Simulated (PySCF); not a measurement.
Level of theory: PBE0/[Mo def2-TZVP with ECP28, N def2-TZVP, F def2-TZVP], scalar-relativistic core potentials, density fitting, no spin–orbit coupling, PySCF. Open shells, if any, are unrestricted.

**Question.** What spin state, shape and geometry does isolated FMoN take (every ligand bound to Mo)?

**Answer.** Formally Mo is in oxidation state +4, d2, with 2 unpaired electrons (the high-spin count). The Mulliken spin on Mo is 2.31. The polar-tensor charge on Mo, 1.34, is far below the formal one. The lowest minimum found is a triplet of Cs symmetry with Mo–F 1.904 Å, Mo–N 1.617 Å; F–Mo–N 114.8°. Its harmonic wavenumbers are 195 (a'), 613 (a'), 1149 (a') cm⁻¹ and its dipole moment is 4.88 D.

This need not be the most stable arrangement of these atoms. Open d and f shells are described by one determinant, and the ground state may have another occupation or spin.
